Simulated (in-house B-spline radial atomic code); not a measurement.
**Si⁺: [Ne] 3s2 3p1**

All numbers are computed (Dirac-Kohn-Sham LDA PW92, spherical fractional occupations; Fermi nucleus of rms radius 3.1224 fm) with a radial B-spline atomic code at the basis-set limit, not measured.

Z_r = [3n² - l(l+1)]/(2<r>); Z_e = n√(-2ε); the last column is Slater's effective charge. Values are occupation-weighted means over j.

| shell | electrons | ε (eV) | <r> (bohr) | Z_r | Z_e | Slater |
| --- | --- | --- | --- | --- | --- | --- |
| 1s | 2 | -1788 | 0.1116 | 13.44 | 11.46 | 13.70 |
| 2s | 2 | -148.24 | 0.5703 | 10.52 | 6.60 | 9.85 |
| 2p | 6 | -105.12 | 0.5382 | 9.29 | 5.56 | 9.85 |
| 3s | 2 | -19.102 | 2.053 | 6.58 | 3.55 | 4.50 |
| 3p | 1 | -11.746 | 2.45 | 5.10 | 2.79 | 4.50 |

The least bound orbital is 3p3/2 at -11.73 eV, and it is also the most diffuse (<r> = 2.452 bohr).

Spin-orbit splittings of the orbital energies (j = l + 1/2 above j = l - 1/2 when positive): 2p 0.6475 eV, 3p 0.04266 eV.

For the 1s electron the small component carries 0.244 % of the norm, the zero-frequency Breit interaction raises the level by 1.116 eV, self-energy by 0.4755 eV, and vacuum polarisation lowers it by 0.02952 eV.
